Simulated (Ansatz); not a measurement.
FGa, charge -1, doublet (typed; the unrestricted solution is spin-contaminated), at a GFN2-xTB geometry (such geometries of metal compounds can be far from the true shape) (a state made from the parent by changing its charge; the spin is typed, not shown lowest) (a gas-phase anion, which may not be bound at this level); BLYP/STO-3G (Ansatz, a first-principles code).

The Ansatz input:
Ansatz 0.2 input:
```yaml
crystal:
  periodic: [false, false, false]
  atoms:
    - {symbol: Ga, position_ang: [-0.00000000, -0.00000000, -0.45205283]}
    - {symbol: F, position_ang: [0.00000000, 0.00000000, 1.55707084]}
basis:
  gaussian:
    orbitals: STO-3G
hamiltonian:
  xc: blyp
total_charge: -1
magnetization: {spin_polarized: true, initial_magnetization: 1}
```

Output, abridged:

```
Functional definition: BLYP
241 factors; integrals over basis functions are off by at most 3.9e-5 eV
mean field evaluation 1: about -54226.7194 eV, gradient 4.1e1 eV
mean field evaluation 2: about -54232.1922 eV, gradient 5.1e1 eV
mean field evaluation 4: about -54420.6016 eV, gradient 2.0e1 eV
mean field evaluation 8: about -54420.6017 eV, gradient 2.0e1 eV
mean field evaluation 16: about -54432.2428 eV, gradient 2.3e0 eV
mean field evaluation 32: about -54432.4905 eV, gradient 4.4e-1 eV
mean field evaluation 64: about -54432.1328 eV, gradient 1.2e0 eV
mean field evaluation 96: about -54432.1726 eV, gradient 1.1e-3 eV
mean field evaluation 128: about -54432.3861 eV, gradient 1.1e-1 eV
mean field evaluation 160: about -54432.3918 eV, gradient 1.7e-2 eV
mean field evaluation 192: about -54432.4846 eV, gradient 2.6e-2 eV
mean field evaluation 224: about -54432.4843 eV, gradient 3.7e-1 eV
mean field evaluation 256: about -54432.4787 eV, gradient 2.5e-1 eV
mean field evaluation 288: about -54432.4808 eV, gradient 7.1e-1 eV
mean field evaluation 320: about -54432.2945 eV, gradient 1.3e0 eV
mean field -54432.49910057 eV, -2000.3574462728 hartree, gradient 2.7e-6 eV, S^2 1.652866; 17 other end points of the search recorded, 0 dependent functions left out
reference -54432.49928581 eV, -2000.3574530804 hartree; 21, 20 occupied and 2, 3 virtual orbitals, 241 factors
Total energy: -54432.49928581 eV, -2000.3574530804 hartree
```
